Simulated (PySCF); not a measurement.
A series of related molecules.

All values: CAM-B3LYP/def2-SVPD (PySCF) at PBE0-D3(BJ)/def2-SVP geometries, gas phase, one conformer each. Core orbitals are frozen in the response; Δα² is half the sum of the squared differences of the principal polarisabilities.

Question: Rank by HOMO–LUMO gap, lowest first.
A. `CC(=O)O[SiH2]O[SiH3]`
B. `O([SiH2]OC)C(C)=O`
C. `CC(=O)O[SiH2]B(O)O`
D. `CC(=O)O[SiH2]C(=O)O`
E. `CN[SiH2]OC(C)=O`

Answer: E (9.64 eV), D (9.78 eV), C (10.21 eV), A (10.52 eV), B (10.81 eV).

Question: Rank by dipole moment, lowest first.
A. `[CH3:1][NH:2][SiH2:3][O:4][C:5]([CH3:6])=[O:7]` with C1–N2–Si3–O4 73°, N2–Si3–O4–C5 180°, Si3–O4–C5–C6 179°
B. `[CH3:1][C:2](=[O:3])[O:4][SiH2:5][B:6]([OH:7])[OH:8]` with C1–C2–O4–Si5 174°, C2–O4–Si5–B6 23°, O4–Si5–B6–O7 165°, Si5–B6–O7–H 178°, Si5–B6–O8–H 0°
C. `[CH3:1][O:2][SiH2:3][O:4][C:5]([CH3:6])=[O:7]` with C1–O2–Si3–O4 180°, O2–Si3–O4–C5 180°, Si3–O4–C5–C6 180°
D. `[CH3:1][C:2](=[O:3])[O:4][SiH2:5][O:6][SiH3:7]` with C1–C2–O4–Si5 180°, C2–O4–Si5–O6 180°
E. `[CH3:1][C:2](=[O:3])[O:4][SiH2:5][C:6](=[O:7])[OH:8]` with C1–C2–O4–Si5 179°, C2–O4–Si5–C6 -179°, O4–Si5–C6–O7 -1°, Si5–C6–O8–H 180°

Answer: E (0.54 D), C (1.48 D), D (1.77 D), B (1.99 D), A (3.00 D).

Question: Rank by HOMO energy, lowest first.
A. `CN[SiH2]OC(C)=O`
B. `CC(=O)O[SiH2]C(=O)O`
C. `CC(=O)O[SiH2]O[SiH3]`

Answer: C (-9.75 eV), B (-9.55 eV), A (-8.61 eV).

All values together:

```json
{"SMILES": "CC(=O)O[SiH2]B(O)O", "formula": "C2H7BO4Si", "μ (D)": "1.99", "HOMO (eV)": "-9.60", "LUMO (eV)": "0.61", "α (Å³)": "11.74", "Δα (Å³)": "4.10", "electrons": "70", "α per electron (Å³)": "0.168", "ΔSCF removal energy (eV)": "10.43"}
{"SMILES": "CC(=O)O[SiH2]C(=O)O", "formula": "C3H6O4Si", "μ (D)": "0.54", "HOMO (eV)": "-9.55", "LUMO (eV)": "0.23", "α (Å³)": "11.15", "Δα (Å³)": "4.40", "electrons": "70", "α per electron (Å³)": "0.159", "ΔSCF removal energy (eV)": "10.42"}
{"SMILES": "CN[SiH2]OC(C)=O", "formula": "C3H9NO2Si", "μ (D)": "3.00", "HOMO (eV)": "-8.61", "LUMO (eV)": "1.03", "α (Å³)": "11.38", "Δα (Å³)": "3.28", "electrons": "64", "α per electron (Å³)": "0.178", "ΔSCF removal energy (eV)": "9.42"}
{"SMILES": "CC(=O)O[SiH2]O[SiH3]", "formula": "C2H8O3Si2", "μ (D)": "1.77", "HOMO (eV)": "-9.75", "LUMO (eV)": "0.77", "α (Å³)": "12.57", "Δα (Å³)": "3.70", "electrons": "72", "α per electron (Å³)": "0.175", "ΔSCF removal energy (eV)": "10.58"}
{"SMILES": "CO[SiH2]OC(C)=O", "formula": "C3H8O3Si", "μ (D)": "1.48", "HOMO (eV)": "-9.74", "LUMO (eV)": "1.07", "α (Å³)": "10.70", "Δα (Å³)": "3.74", "electrons": "64", "α per electron (Å³)": "0.167", "ΔSCF removal energy (eV)": "–"}
```

Conformers: `[CH3:1][C:2](=[O:3])[O:4][SiH2:5][B:6]([OH:7])[OH:8]` with C1–C2–O4–Si5 174°, C2–O4–Si5–B6 23°, O4–Si5–B6–O7 165°, Si5–B6–O7–H 178°, Si5–B6–O8–H 0°; `[CH3:1][C:2](=[O:3])[O:4][SiH2:5][C:6](=[O:7])[OH:8]` with C1–C2–O4–Si5 179°, C2–O4–Si5–C6 -179°, O4–Si5–C6–O7 -1°, Si5–C6–O8–H 180°; `[CH3:1][NH:2][SiH2:3][O:4][C:5]([CH3:6])=[O:7]` with C1–N2–Si3–O4 73°, N2–Si3–O4–C5 180°, Si3–O4–C5–C6 179°; `[CH3:1][C:2](=[O:3])[O:4][SiH2:5][O:6][SiH3:7]` with C1–C2–O4–Si5 180°, C2–O4–Si5–O6 180°; `[CH3:1][O:2][SiH2:3][O:4][C:5]([CH3:6])=[O:7]` with C1–O2–Si3–O4 180°, O2–Si3–O4–C5 180°, Si3–O4–C5–C6 180°.

A dash marks a removal energy that wasn't run or isn't settled.
